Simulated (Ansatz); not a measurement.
H7BGeO2Si (SMILES OB(O)[SiH2][GeH3]), singlet, at a GFN2-xTB geometry; PBE/6-31G** in Ansatz (a quantum-chemistry and plane-wave program).

Ansatz was given this input:
Ansatz 0.2 input:
```yaml
crystal:
  periodic: [false, false, false]
  atoms:
    - {symbol: Ge, position_ang: [1.61028813, 0.49270424, -0.04301641]}
    - {symbol: Si, position_ang: [-0.53692817, 0.11829198, -0.93053316]}
    - {symbol: B, position_ang: [-1.80517604, -0.65349788, 0.38931965]}
    - {symbol: O, position_ang: [-1.82820597, -1.96815112, 0.71196282]}
    - {symbol: O, position_ang: [-2.71490343, 0.08348825, 1.06865122]}
    - {symbol: H, position_ang: [2.10141635, 1.91257441, -0.05585726]}
    - {symbol: H, position_ang: [1.79281661, 0.11136151, 1.40263928]}
    - {symbol: H, position_ang: [2.74153939, -0.24471570, -0.70371301]}
    - {symbol: H, position_ang: [-0.32710609, -0.73992374, -2.11176576]}
    - {symbol: H, position_ang: [-0.97887266, 1.41363696, -1.48210384]}
    - {symbol: H, position_ang: [-1.21429843, -2.55161829, 0.27095126]}
    - {symbol: H, position_ang: [-2.75696524, 1.02085414, 0.89232824]}
basis:
  gaussian:
    orbitals: 6-31G__.json
hamiltonian:
  xc: pbe
```
The basis file holds 6-31G** in the JSON format of the Basis Set Exchange.

Q: What does Ansatz print? Leave out banner, timings and long lists.

A: 
```
Functional definition: PBE
1366 factors; their error is unknown
mean field evaluation 1: about -69248.3165 eV, gradient 6.8e1 eV
mean field evaluation 2: about -69223.0175 eV, gradient 1.3e2 eV
mean field evaluation 4: about -69256.1621 eV, gradient 4.9e0 eV
mean field evaluation 8: about -69256.2142 eV, gradient 2.1e-1 eV
mean field evaluation 16: about -69256.1426 eV, gradient 1.6e-4 eV
mean field -69256.14264784 eV, -2545.1162988084 hartree, gradient 2.0e-5 eV, S^2 0.000000; 0 other end points of the search recorded, 0 dependent functions left out
reference -69256.14269138 eV, -2545.1163004085 hartree; 37, 37 occupied and 97, 97 virtual orbitals, 1366 factors
Total energy: -69256.14269138 eV, -2545.1163004085 hartree
```
